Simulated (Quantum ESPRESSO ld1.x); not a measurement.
Task: The mean radii <r> (bohr) of the occupied orbitals of an atom or ion are listed with their occupations. Calculated with ld1.x of Quantum ESPRESSO 7.5: scalar-relativistic Kohn-Sham, PBEsol, spin-unpolarised, spherical densities, point nucleus.

orbital  occ.      <r>
1s          2  0.02275
2s          2  0.09703
2p          6  0.08549
3s          2   0.2550
3p          6   0.2534
3d         10   0.2310
4s          2   0.5793
4p          6   0.6135
4d         10   0.6711
5s          2    1.407
5p          6    1.646
4f          6   0.9917

Name the element and its charge.

Result: Z = 62, samarium, charge +2: Sm2+ in [Xe] 4f6. The 1s radius gives Z: for a bare nucleus <r> = (2 gamma + 1)/(2Z) with gamma = sqrt(1 - (Z/c)^2), 0.02245 bohr for Z = 62, and screening makes it slightly larger (0.02275 here). The occupations add up to 60, and the charge is Z minus that.
